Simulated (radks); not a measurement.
Hg78+, 2 electrons, occupied as [He].

All-electron calculation, Dirac Kohn-Sham, PBE, spin-unpolarised, spherical densities, finite nucleus; Fermi nuclear charge, rms radius 5.4648 fm. Program: a radial shooting solver on a logarithmic mesh with Libxc functionals.

Energy parts (eV):
part                      energy
total                 -190542.09
kinetic                233947.85
electron-nucleus      -426065.60
Hartree                  3141.57
exchange-correlation    -1565.91

Orbitals (lengths in bohr, moments of r in powers of bohr; r(max) is where P^2 peaks):
| orbital | occ. | eigenvalue (eV) | <r> | r(max) | <1/r> |
|---|---|---|---|---|---|
| 1s1/2 | 2 | -93911.42 | 0.01651 | 0.01020 | 97.88 |

The highest occupied level is 1s1/2 at -93911 eV. For comparison, the ionisation energy in NIST's Atomic Spectra Database is 94124.7 eV (theoretical). In exact Kohn-Sham theory the highest level is minus the ionisation energy, but local and semilocal functionals leave it too shallow, through self-interaction and a potential that decays too fast; potentials with the right tail come closer. The density falls to 0.001 e/bohr^3 at r = 0.12 bohr. The electron density at the nucleus is 1.932e+06 e/bohr^3.
